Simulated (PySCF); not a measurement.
Computed shifts of a molecule C₄H₁₀OSi, PySCF with PBE0/pcSseg-1, GIAO, gas phase, atoms alike by connectivity averaged where their shifts nearly agree, in ppm (number of nuclei): ¹³C: 76.3 (1), 64.8 (1), 21.9 (1), -5.1 (1). ²⁹Si: 10.3 (1). ¹H: 5.64 (1), 4.70 (1), 4.56 (1), 4.09 (1), 1.52 (3), 0.82 (3). References: ¹³C against TMS (σ = 186.3 ppm); ¹⁷O against H2O (σ = 334.2 ppm); ²⁹Si against TMS (σ = 352.7 ppm); ¹H against TMS (σ = 31.56 ppm), references at their B3LYP-D3(BJ)/def2-TZVP geometries, non-relativistic. The structure is a stationary point at PBE0-D3(BJ)/def2-SVP. Other conformers were not sampled.

Identify the compound among the candidates.
(A) C[C@H]1OC[Si@H]1C
(B) C=C(CC)[SiH2]O
(C) C[C@@H]1[C@@H](O)[C@@H]1[SiH3]
(D) C=C(C)[Si@@H](C)O

A, C[C@H]1OC[Si@H]1C
